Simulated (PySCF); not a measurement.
PySCF input (M06-2X/6-311+G**):

```python
from pyscf import gto, dft

mol = gto.M(
    atom='''
    S    -1.25753200   -0.39590900   -0.07971600
    S     0.73035800   -0.20710800    0.18359400
    O     1.23376500    1.09580100   -0.14400800
    H    -1.43534500    0.88186900   -0.50998200
    ''',
    basis='6-311+g**',
    charge=1,
    spin=0,
    verbose=4,
)

mf = dft.RKS(mol, xc='m062x')
mf.grids.level = 4
mf.conv_tol = 1e-9
mf.max_cycle = 100
mf.max_memory = 1500
mf.kernel()
if not mf.converged:
    mf = mf.newton()
    mf.kernel(mf.make_rdm1())
mf.dip_moment()
```

From the output:

```
  HOMO = -0.338145227611729  LUMO = -0.187079818817593  gap/eV = 4.11070
cycle= 1 E= -871.637095473229  delta_E= 1.02  |g|= 0.81  |ddm|= 2.08
  HOMO = -0.584058115228569  LUMO = -0.399260870371216  gap/eV = 5.02859
cycle= 2 E= -871.179519251498  delta_E= 0.458  |g|= 1.73  |ddm|= 1.81
  HOMO = -0.635046891966283  LUMO = -0.419488919142148  gap/eV = 5.86563
cycle= 3 E= -871.769891778261  delta_E= -0.59  |g|= 0.273  |ddm|= 1.28
  HOMO = -0.627082121269894  LUMO = -0.378878523479137  gap/eV = 6.75396
cycle= 4 E= -871.786318848411  delta_E= -0.0164  |g|= 0.107  |ddm|= 0.335
  HOMO = -0.613860659383146  LUMO = -0.376440342614945  gap/eV = 6.46054
cycle= 5 E= -871.789486101752  delta_E= -0.00317  |g|= 0.0258  |ddm|= 0.126
  HOMO = -0.617469922158454  LUMO = -0.375999570296965  gap/eV = 6.57074
cycle= 6 E= -871.789665538955  delta_E= -0.000179  |g|= 0.00748  |ddm|= 0.0279
  HOMO = -0.617059033610019  LUMO = -0.375926163129715  gap/eV = 6.56156
cycle= 7 E= -871.789695236436  delta_E= -2.97e-05  |g|= 0.00262  |ddm|= 0.0143
  HOMO = -0.617129882877349  LUMO = -0.376060574471207  gap/eV = 6.55983
cycle= 8 E= -871.78970040817  delta_E= -5.17e-06  |g|= 0.000823  |ddm|= 0.00752
  HOMO = -0.617048958755351  LUMO = -0.375999635525207  gap/eV = 6.55929
cycle= 9 E= -871.789700873247  delta_E= -4.65e-07  |g|= 0.000176  |ddm|= 0.00249
  HOMO = -0.617041111768403  LUMO = -0.376002254873796  gap/eV = 6.55900
cycle= 10 E= -871.789700886002  delta_E= -1.28e-08  |g|= 2.63e-05  |ddm|= 0.00037
  HOMO = -0.617040458722886  LUMO = -0.376001199401659  gap/eV = 6.55901
cycle= 11 E= -871.789700886268  delta_E= -2.66e-10  |g|= 1.4e-05  |ddm|= 6.56e-05
  HOMO = -0.617039970627147  LUMO = -0.376000718400489  gap/eV = 6.55901
Extra cycle  E= -871.789700886191  delta_E= 7.71e-11  |g|= 2.49e-05  |ddm|= 2.57e-05
converged SCF energy = -871.789700886191

WARN: System has nonzero charge 1; the dipole moment is origin-dependent.
Location of origin: [0. 0. 0.]

Dipole moment(X, Y, Z, Debye): -1.44561, -0.98900,  0.07609
```

The dipole moment of an ion depends on the origin.

The geometry given is a B3LYP-D3(BJ)/def2-TZVP minimum.
